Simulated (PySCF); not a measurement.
Theoretical values (PySCF 2.14): geometry: GFN2-xTB, GIAO PBE0/pcSseg-1 shieldings. A single conformation, in vacuum, one averaged value for each set of equivalent atoms, non-relativistic Hamiltonian.

δ = σ(ref) − σ, references computed at the same level: TMS for 1H and 13C. Acid and N–H amide carbonyl carbons lie up to 10 ppm further downfield in solution (hydrogen bonding). Shifts are as computed. Against solution values, carbons near 30 ppm lie about +3 ppm off and those near 130 ppm about +5 ppm. Of 1309 compounds with measured shifts, 239 miss one by over three times the rms of a fit or turn the order of signals round; such compounds aren't used in these exercises. OH and NH positions are gas-phase values without hydrogen bonding to other molecules.

Problem. Order these molecules by the shift of their most deshielded carbon, lowest δ first.
A. O=C1CC=CO[C@@H]1[SiH2]Cl
B. FC(C[SiH3])=C1COC1
C. CC#CC[SiH2]C
D. C/N=C/C=N/[SiH2]P
E. P[Si]1(P)CCC1
F. O=C[SiH2]OCC(=O)O

Solution. E (25.8 ppm, sp3 CH2 bonded to Si), C (82.3 ppm, alkyne carbon), B (159.6 ppm, fully substituted alkene carbon), D (171.2 ppm, C=N carbon), A (207.8 ppm, ketone carbonyl carbon), F (253.4 ppm, carbonyl carbon).

Problem. Order these molecules by the shift of their most shielded carbon, lowest δ first.
A. O=C1CC=CO[C@@H]1[SiH2]Cl
B. FC[SiH2]O[C@]12C[C@H]1C2
C. N[Si@@H]1CC[C@@H]1F
D. P[Si]1(P)CCC1
E. CC#CC[SiH2]C
F. C/N=C/C=N/[SiH2]P

Solution. E (-8.2 ppm, methyl carbon bonded to Si), B (6.6 ppm, three-membered-ring carbon), C (13.9 ppm, sp3 CH2 bonded to Si), D (19.3 ppm, sp3 CH2 in a ring), A (39.3 ppm, sp3 CH2 α to a carbonyl), F (53.2 ppm, methyl carbon bonded to N).

Problem. How many 13C and 1H signals does each give (equivalence by symmetry and fast rotation, but not about amide C–N or C=N bonds)? `C/N=C/C=N/[SiH2]P`, `N[Si@@H]1CC[C@@H]1F`, `FC(C[SiH3])=C1COC1`, `CC#CC[SiH2]C`, `FC[SiH2]O[C@]12C[C@H]1C2`, `O=C[SiH2]OCC(=O)O`, `O=C1CC=CO[C@@H]1[SiH2]Cl`, `P[Si]1(P)CCC1`

Solution. C/N=C/C=N/[SiH2]P: 3 C, 5 H; N[Si@@H]1CC[C@@H]1F: 3 C, 7 H; FC(C[SiH3])=C1COC1: 5 C, 4 H; CC#CC[SiH2]C: 5 C, 4 H; FC[SiH2]O[C@]12C[C@H]1C2: 4 C, 5 H; O=C[SiH2]OCC(=O)O: 3 C, 4 H; O=C1CC=CO[C@@H]1[SiH2]Cl: 5 C, 7 H; P[Si]1(P)CCC1: 2 C, 3 H.
